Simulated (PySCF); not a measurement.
C2H7FO2Si, SMILES [C@@H]([Si@H](F)O)(O)C. Atoms are numbered in the order given.

```xyz
13

C     -1.9496     1.0442     0.1414
C     -0.9029     0.0449     0.5898
O     -1.4698    -1.2559     0.5107
Si     0.6363     0.0579    -0.4826
O      1.5757     1.3559    -0.0862
F      1.4131    -1.3303    -0.1034
H     -2.8508     0.9532     0.7671
H     -2.2492     0.8609    -0.9024
H     -1.5698     2.0738     0.2229
H     -0.6080     0.2892     1.6324
H     -0.7901    -1.8925     0.7617
H      0.3698    -0.0149    -1.9446
H      2.3398     1.5583    -0.6331
```
Charge 0, spin multiplicity 1.

Geometry: PBE0-D3(BJ)/def2-SVP. The structure was generated by enumeration; whether it is a known compound was not checked. Other conformers were not sampled.

Calculation: PySCF with PBE/def2-TZVP.

total energy: -619.95854 hartree
highest occupied level: -5.98 eV
lowest empty level: -0.45 eV
orbital gap: 5.53 eV
dipole moment: 1.75 D
quadrupole, principal values (traceless, Buckingham form, about the centre of nuclear charge): -4.64, -1.96, 6.60 D·Å
mean static polarisability: 58.1 bohr³ (8.61 Å³)
polarisability, principal values: 52.9, 57.6, 63.8 bohr³
